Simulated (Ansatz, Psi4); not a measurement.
Input for Psi4:
```
memory 2 GB

molecule {
1 2
  C    -2.79994876    0.22093323   -0.15261839
  O    -1.65159586   -0.42880563   -0.64059700
  C    -0.44201099   -0.17101984   -0.22684011
  C     0.59587571   -0.94041302   -0.84724677
  C     1.90298651   -0.74986514   -0.48680554
  C     2.22808724    0.19947437    0.49099026
  C     1.22088842    0.96141785    1.10811833
  C    -0.09519077    0.78967394    0.76500770
  H    -3.64264016   -0.21251619   -0.69084568
  H    -2.92689406    0.05731604    0.92272892
  H    -2.76013255    1.29938922   -0.33864226
  H     0.30628205   -1.66194137   -1.59602248
  H     2.68431497   -1.32926502   -0.95404432
  H     3.25938376    0.34905374    0.77462531
  H     1.49028531    1.68822815    1.85942502
  H    -0.86195654    1.37897221    1.24391872
}

set basis sto-3g
set reference uks
set scf_type pk
set puream true
set d_convergence 1e-8
set dft_radial_points 99
set dft_spherical_points 590

energy('wb97x')
print_variables()
```

Task: Give the equivalent Ansatz (a quantum-chemistry and plane-wave program) input.

Result: This is not unique; one that fits is 
Ansatz 0.2 input:
```yaml
crystal:
  periodic: [false, false, false]
  atoms:
    - {symbol: C, position_ang: [-2.79994876, 0.22093323, -0.15261839]}
    - {symbol: O, position_ang: [-1.65159586, -0.42880563, -0.64059700]}
    - {symbol: C, position_ang: [-0.44201099, -0.17101984, -0.22684011]}
    - {symbol: C, position_ang: [0.59587571, -0.94041302, -0.84724677]}
    - {symbol: C, position_ang: [1.90298651, -0.74986514, -0.48680554]}
    - {symbol: C, position_ang: [2.22808724, 0.19947437, 0.49099026]}
    - {symbol: C, position_ang: [1.22088842, 0.96141785, 1.10811833]}
    - {symbol: C, position_ang: [-0.09519077, 0.78967394, 0.76500770]}
    - {symbol: H, position_ang: [-3.64264016, -0.21251619, -0.69084568]}
    - {symbol: H, position_ang: [-2.92689406, 0.05731604, 0.92272892]}
    - {symbol: H, position_ang: [-2.76013255, 1.29938922, -0.33864226]}
    - {symbol: H, position_ang: [0.30628205, -1.66194137, -1.59602248]}
    - {symbol: H, position_ang: [2.68431497, -1.32926502, -0.95404432]}
    - {symbol: H, position_ang: [3.25938376, 0.34905374, 0.77462531]}
    - {symbol: H, position_ang: [1.49028531, 1.68822815, 1.85942502]}
    - {symbol: H, position_ang: [-0.86195654, 1.37897221, 1.24391872]}
basis:
  gaussian:
    orbitals: STO-3G
hamiltonian:
  xc: {name: wB97X}
total_charge: 1
magnetization: {spin_polarized: true, initial_magnetization: 1}
accuracy: high
```

Both were run: Psi4 gave -342.153813 Eh and Ansatz -342.153817 Eh, 0.004 mEh apart.
